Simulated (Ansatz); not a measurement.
Geometry optimisation, RHF/def2-SVP in Ansatz 0.2.0.

Input:

```yaml
crystal:
  periodic: [false, false, false]
  atoms:
    - { symbol: Ge, position_ang: [0.0, 0.0, 0.0] }
    - { symbol: F, position_ang: [0.0, 0.0, 1.68] }
    - { symbol: O, position_ang: [1.6691, 0.0, -0.5894] }
    - { symbol: H, position_ang: [1.9855, -0.9521, -0.7061] }
    - { symbol: H, position_ang: [-0.73, 1.2648, -0.5162] }
    - { symbol: C, position_ang: [-0.9232, -1.5994, -0.6527] }
    - { symbol: H, position_ang: [-1.4228, -2.1111, 0.1962] }
    - { symbol: H, position_ang: [-1.6833, -1.3066, -1.4068] }
    - { symbol: H, position_ang: [-0.1873, -2.288, -1.1178] }
basis:
  gaussian: { orbitals: def2-SVP }
hamiltonian:
  xc: hf
relax:
  f_tol: 0.02
  max_steps: 40
```

Command:

```bash
$ ansatz run input.yaml --threads 1 --pin off --max-ram 2048MiB --backend cpu --events-out ev --progress --plain --runs-dir out
```

Task: Where does it end, and by what steps?

Result: The run converged. After 17 steps the energy has fallen by 0.317 eV; H9 moved furthest, 0.70 Å.

| step | energy less start (eV) | largest force component (eV/Å) | accepted |
| --- | --- | --- | --- |
| 0 | 0.0000 | 3.075 | yes |
| 1 | -0.2206 | 1.255 | yes |
| 2 | -0.2694 | 0.351 | yes |
| 3 | -0.2794 | 0.147 | yes |
| 4 | -0.2934 | 0.069 | yes |
| 5 | -0.2921 | 0.148 | no |
| 6 | -0.2956 | 0.102 | yes |
| 7 | -0.3012 | 0.061 | yes |
| 8 | -0.3022 | 0.328 | yes |
| 9 | -0.3093 | 0.058 | yes |
| 10 | -0.3121 | 0.180 | yes |
| 11 | -0.2751 | 0.383 | no |
| 12 | -0.3150 | 0.020 | yes |
| 13 | -0.3147 | 0.194 | no |
| 14 | -0.3160 | 0.027 | yes |
| 15 | -0.3164 | 0.075 | yes |
| 16 | -0.3166 | 0.038 | yes |
| 17 | -0.3168 | 0.001 | yes |

```xyz
9
Properties=species:S:1:pos:R:3
Ge -0.018 -0.072 -0.065
F 0.358 -0.331 1.604
O 1.522 0.097 -0.878
H 2.204 -0.524 -0.672
H -0.727 1.268 -0.177
C -1.012 -1.628 -0.647
H -1.932 -1.728 -0.069
H -1.271 -1.543 -1.704
H -0.416 -2.531 -0.506
```

Whether the end is a true minimum wasn't checked by a vibrational analysis.

Time of the run: 90 s on 1 thread of Arm Neoverse N1, on a shared host, peak memory 0.2 GiB.
